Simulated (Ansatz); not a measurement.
`N=C[SiH3]` + `C=C(S)Cl` → `C=C(Cl)S[SiH3]` + `C=N`  (ligand exchange at the Si–C bond)

Gas-phase electronic energies from Ansatz, PBE0-D4/def2-TZVP geometries. CCSD(T)/CBS is the MP2 limit (def2-TZVPP, def2-QZVPP) plus CCSD(T) − MP2 in def2-TZVPP, frozen cores. This one scheme is used for every species. DFT in def2-TZVPP. B3LYP here is the variant with VWN-RPA as its local correlation; programs differ in this. One conformer a species, not always the lowest.

(1) Is it downhill or uphill in electronic energy at CCSD(T)/CBS, and by how much? (Best estimate.)

(2) What do these levels give: ωB97X-V, ωB97M-V, B2PLYP, r2SCAN, B3LYP, HF/def2-TZVPP, MP2/def2-TZVPP, CCSD/def2-TZVPP, CCSD(T)/def2-TZVPP, HF/def2-QZVPP, HF/CBS(def2), CCSD/CBS(def2)? (An estimate is asked.)

Largest T1 diagnostic among the species: 0.012.

Results:

(1) The calculation gave: Downhill: ΔE = -0.73 eV.

(2) The calculation gave: ωB97X-V -0.70, ωB97M-V -0.71, B2PLYP -0.68, r2SCAN -0.71, B3LYP -0.63, HF/def2-TZVPP -0.67, MP2/def2-TZVPP -0.77, CCSD/def2-TZVPP -0.69, CCSD(T)/def2-TZVPP -0.70, HF/def2-QZVPP -0.66, HF/CBS(def2) -0.66, CCSD/CBS(def2) -0.71 eV.

In def2-TZVPP, CCSD(T) changes the Hartree–Fock value by −0.04 eV (the triples alone add −0.02 eV) and MP2 by −0.10 eV. The D4 term adds −0.07 eV with B3LYP and −0.04 eV with PBE0; it sums over pairs of atoms, weighted by their polarisabilities, and B3LYP, whose exchange is more repulsive, gets the larger term.
